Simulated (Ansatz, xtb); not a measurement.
**BO2S−: which of two structures lies lower**

Structure I: a singlet given by its coordinates. Structure II: `O=BS[O-]`, a singlet. Both are isolated ions in the gas phase, relaxed with PBE0-D3(BJ)/def2-SVPD; the shapes shown needn't be the lowest conformers.

I (Å):

```xyz
4

B    -2.3766   -0.2371    0.9831
O    -2.9539   -1.2300    1.4631
O    -1.3570    0.6068    0.7573
S    -2.6240    1.4406   -0.2494
```

Close contacts (Å): B1–O2 1.24, B1–O3 1.34, B1–S4 2.10, O3–S4 1.82.

II (Å):

```tsv
atom	x (Å)	y (Å)	z (Å)
B	-2.5085	0.2741	-0.2859
O	-3.4192	0.4192	0.5253
O	-1.6659	0.3889	-2.8811
S	-1.1548	0.0471	-1.4075
```

Estimate which is lower in electronic energy at CCSD(T)/def2-SVPD + ΔMP2/def2-TZVPPD, and by roughly how much.

The CCSD(T)/def2-SVPD + ΔMP2/def2-TZVPPD calculation puts structure I lower, by 83.0 kJ/mol.

How the difference moves with the method:

| level | geometry | E(II) − E(I) (kJ/mol) | departure from the last row (kJ/mol) | job, with rough time for the two |
| --- | --- | --- | --- | --- |
| GFN2-xTB | GFN2-xTB | +122.4 | +39.4 | optimisation, 1.2 s |
| HF/STO-3G | GFN2-xTB | +255.8 | +172.8 | single point, 1.3 s |
| r2SCAN-D4/def2-SVPD | GFN2-xTB | +94.7 | +11.7 | single point, 10 s |
| PBE0-D3(BJ)/def2-SVPD | PBE0-D3(BJ)/def2-SVPD | +100.2 | +17.2 | optimisation, 85 s |
| HF/def2-SVPD | PBE0-D3(BJ)/def2-SVPD | +116.8 | +33.8 | part of the CCSD(T) run |
| MP2/def2-SVPD | PBE0-D3(BJ)/def2-SVPD | +106.7 | +23.7 | part of the CCSD(T) run |
| CCSD(T)/def2-SVPD | PBE0-D3(BJ)/def2-SVPD | +108.0 | +25.0 | single point |
| CCSD(T)/def2-SVPD + ΔMP2/def2-TZVPPD | PBE0-D3(BJ)/def2-SVPD | +83.0 |  | single point, 58 s |

None of the levels shown reverses the order. The largest departure from CCSD(T)/def2-SVPD + ΔMP2/def2-TZVPPD is that of HF/STO-3G, 172.8 kJ/mol. The last row adds to CCSD(T) the change of the MP2 difference between the two basis sets, here −25.0 kJ/mol, a large step that makes the value less sure.

With harmonic frequencies from PBE0-D3(BJ)/def2-SVPD (ideal gas, rigid rotor, one conformer each, 298.15 K, 1 atm): on the last row, ΔE + ΔZPE = +81.9, ΔH = +82.0, ΔG = +81.9 kJ/mol.

The T1 diagnostic of structure II is large, so the coupled-cluster value is less sure. The correlated steps freeze 8 core orbitals. Run with Ansatz 0.2.0, xtb 6.7.1; the last row on 1 thread of Intel(R) Xeon(R) Processor @ 2.50GHz (Skylake/Cascade Lake) on a shared host.
